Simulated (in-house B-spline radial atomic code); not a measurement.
How numerical settings move a run on the barium ion Ba⁺, [Xe] 6s1. Computed with a B-spline radial code for spherical atoms: scalar-relativistic (X2C) HSE06, spin-polarised, spherical fractional occupations, Fermi nucleus of rms radius 4.8378 fm.

Command:
```bash
python run_scf.py task.json out
```
Settings of the sound reference run:
```
Z                56
electrons        55
configuration    [Xe] 6s1
hamiltonian      x2c
method           hse06
spin_polarised   True
nucleus          fermi
rms_radius       4.8378
mass_number      138
atomic_mass      137.9052
speed_of_light   137.036
knot_spacing     0.22
spline_order     8
gauss_points     12
box_radius       35.29
max_iterations   70
damping          0.5
damped_steps     3
diis_vectors     10
tolerance        1e-08
start            Thomas-Fermi
```

Run time, properties included: 1.6 s on 1 thread of Arm Neoverse N1 (shared host).

It converges in 10 iterations to -8134.165751 hartree, with 6s up at -8.05543 eV. The other runs change the listed settings, some to values that make no sense; their results aren't properties of the atom or ion. Radii are in bohr (the nuclear one in fm), a minus after a letter asks for a j subshell, and «unchanged» means within 1e-8 hartree. The run stops when the residual is below 10 × tolerance × max(1, Z/10), or a noise floor if that is larger, and the energy moves by less than 1e-8 × √|E| hartree; so very loose and very tight tolerances often act alike.

```tsv
changed settings	outcome
hamiltonian = dirac, method = hf	stopped with error: spin polarisation is not served with the Dirac Hamiltonian
first_knot = 0.00179	converged in 10 iterations, energy -4.66e-02 hartree from the reference, 6s up level +4.9e-05 eV
tolerance = 1e-13	converged in 11 iterations, energy unchanged, 6s up level +8.9e-07 eV
knot_spacing = 1.4	converged in 9 iterations, energy +3.37e+02 hartree from the reference, 6s up level -6.7e-01 eV (the program warns: 6s up reaches the box edge; 2s up reaches the box edge)
gauss_points = 5, first_knot = 1.79e-05, max_iterations = 75, damping = 0	converged in 11 iterations, energy +7.34e-06 hartree from the reference, 6s up level +7.4e-05 eV
first_knot = 0.0536	converged in 10 iterations, energy +7.81e+00 hartree from the reference, 6s up level +7.2e-03 eV
knot_spacing = 0.1	converged in 10 iterations, energy -2.06e-05 hartree from the reference, 6s up level +9.3e-06 eV
knot_spacing = 2	converged in 9 iterations, energy +1.01e+03 hartree from the reference, 6s up level +4.5e-01 eV (the program warns: 6s up reaches the box edge; 2s up reaches the box edge)
first_knot = 1.79e-05	converged in 10 iterations, energy +6.54e-06 hartree from the reference, 6s up level +5.8e-05 eV
electrons = 56, configuration = [Xe] 6s1 7s-1, max_iterations = 100	stopped with error: j subshells need the Dirac Hamiltonian and l > 0
first_knot = 0.00536	converged in 10 iterations, energy -2.24e-01 hartree from the reference, 6s up level -1.3e-04 eV
tolerance = 1e-06	converged in 9 iterations, energy unchanged, 6s up level +7.4e-06 eV
first_knot = 1.79e-06	converged in 10 iterations, energy +2.15e-06 hartree from the reference, 6s up level +6.8e-06 eV
max_iterations = 75, damping = 0.95, damped_steps = 8, start = bare nucleus	converged in 17 iterations, energy unchanged, 6s up level +7.3e-07 eV
gauss_points = 4, max_iterations = 60, start = bare nucleus	converged in 12 iterations, energy -1.28e-06 hartree from the reference, 6s up level +9.6e-06 eV
knot_spacing = 0.4, max_iterations = 75, tolerance = 0.01	converged in 9 iterations, energy +4.12e-03 hartree from the reference, 6s up level +7.6e-04 eV
knot_spacing = 0.3	converged in 10 iterations, energy +4.68e-05 hartree from the reference, 6s up level -7.5e-05 eV
```

(1) What happens with electrons = 56, configuration = [Xe] 6s1 2f1, max_iterations = 50?

(2) What happens with knot_spacing = 0.4?

(3) What happens with max_iterations = 100, damping = 0.2, tolerance = 1e-05?

(4) What happens with knot_spacing = 0.55?

Answers

(1) Stopped with error: there is no 2f shell.

(2) Converged in 10 iterations, energy +4.12e-03 hartree from the reference, 6s up level +7.5e-04 eV.

(3) Converged in 8 iterations, energy unchanged, 6s up level +1.7e-04 eV.

(4) Converged in 11 iterations, energy +6.84e-01 hartree from the reference, 6s up level +4.2e-03 eV.
